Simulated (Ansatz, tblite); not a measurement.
Forces on cyclo-(F2GeSe)2 (Ge₂Se₂F₄) at its r2SCAN-D4/def2-SVP geometry. Charge 0, multiplicity 1.

The xTB rows come from tblite.

GFN1-xTB (tblite), largest force 1.08 eV/Å:

```xyz
8
positions Å, forces eV/Å
Ge   -0.309    0.668    1.275    0.178   -0.383   -0.727
F     0.282    0.317    2.857   -0.091    0.055   -0.236
F    -1.357    2.006    1.569    0.158   -0.201   -0.041
Se    1.397    1.150   -0.264   -0.826   -0.678    0.155
Ge    0.309   -0.668   -1.275   -0.175    0.380    0.729
F    -0.285   -0.313   -2.855    0.091   -0.056    0.236
F     1.356   -2.006   -1.574   -0.158    0.201    0.042
Se   -1.393   -1.153    0.267    0.822    0.682   -0.158
```

GFN2-xTB (tblite), largest force 1.00 eV/Å:

```
Ge 0.108 -0.231 -0.438
F 0.119 0.010 0.669
F -0.355 0.499 0.297
Se 0.759 0.627 -0.144
Ge -0.105 0.229 0.440
F -0.121 -0.008 -0.670
F 0.354 -0.498 -0.299
Se -0.759 -0.627 0.145
```

PBE0-D4/def2-TZVP (Ansatz), largest force 0.30 eV/Å:

```
Ge -0.056 0.122 0.233
F -0.096 0.053 -0.275
F 0.178 -0.229 -0.060
Se -0.117 -0.095 0.022
Ge 0.057 -0.122 -0.233
F 0.097 -0.054 0.275
F -0.178 0.229 0.061
Se 0.116 0.097 -0.023
```
